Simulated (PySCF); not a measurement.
C4H7BO, SMILES C#CB(O)CC.

Geometry: PBE-D3(BJ)/def2-SVP. The structure was generated by enumeration, and PubChem lists no compound with its InChIKey, so it may never have been made. The values are those of a single conformer.

All values below come from PBE-D3(BJ)/def2-SVP (PySCF).

Frequencies are harmonic and unscaled.

| mode | ν (cm⁻¹) | IR (km/mol) | moving atoms (share of kinetic energy) |
|---|---|---|---|
| 1 | 39 | 0.2 | H 45 %, C 40 %, O 13 % |
| 2 | 119 | 0.3 | C 64 %, H 23 %, O 9 % |
| 3 | 175 | 1.8 | H 53 %, C 30 %, B 9 % |
| 4 | 225 | 0.3 | H 55 %, C 34 % |
| 5 | 248 | 0.4 | C 65 %, H 21 %, O 10 % |
| 6 | 364 | 7.0 | C 38 %, H 30 %, O 27 % |
| 7 | 470 | 10.8 | C 50 %, H 31 %, B 12 % |
| 8 | 556 | 8.9 | C 34 %, H 29 %, B 24 %, O 13 % |
| 9 | 635 | 1.0 | C 59 %, H 19 %, O 17 % |
| 10 | 661 | 99.5 | H 77 %, O 11 % |
| 11 | 662 | 38.3 | H 77 %, C 23 % |
| 12 | 720 | 22.6 | H 74 %, C 26 % |
| 13 | 733 | 29.9 | H 53 %, B 27 %, C 17 % |
| 14 | 911 | 60.9 | H 59 %, C 21 %, B 18 % |
| 15 | 947 | 0.8 | H 77 %, C 15 % |
| 16 | 980 | 66.0 | H 77 %, C 11 % |
| 17 | 1041 | 6.6 | C 66 %, H 32 % |
| 18 | 1174 | 88.5 | H 59 %, B 23 %, C 14 % |
| 19 | 1205 | 15.6 | H 74 %, C 16 % |
| 20 | 1256 | 164.8 | B 37 %, C 30 %, H 23 %, O 11 % |
| 21 | 1347 | 0.5 | H 82 %, C 17 % |
| 22 | 1366 | 42.2 | H 65 %, B 16 %, C 14 % |
| 23 | 1370 | 129.5 | H 40 %, B 39 %, O 11 %, C 9 % |
| 24 | 1425 | 11.3 | H 96 % |
| 25 | 1430 | 8.7 | H 95 % |
| 26 | 2101 | 46.3 | C 90 %, H 9 % |
| 27 | 2936 | 14.5 | H 94 % |
| 28 | 2968 | 31.4 | H 97 % |
| 29 | 3010 | 9.8 | H 92 %, C 8 % |
| 30 | 3050 | 23.9 | H 91 %, C 9 % |
| 31 | 3057 | 24.0 | H 91 %, C 9 % |
| 32 | 3392 | 44.2 | H 86 %, C 14 % |
| 33 | 3714 | 46.9 | H 94 % |
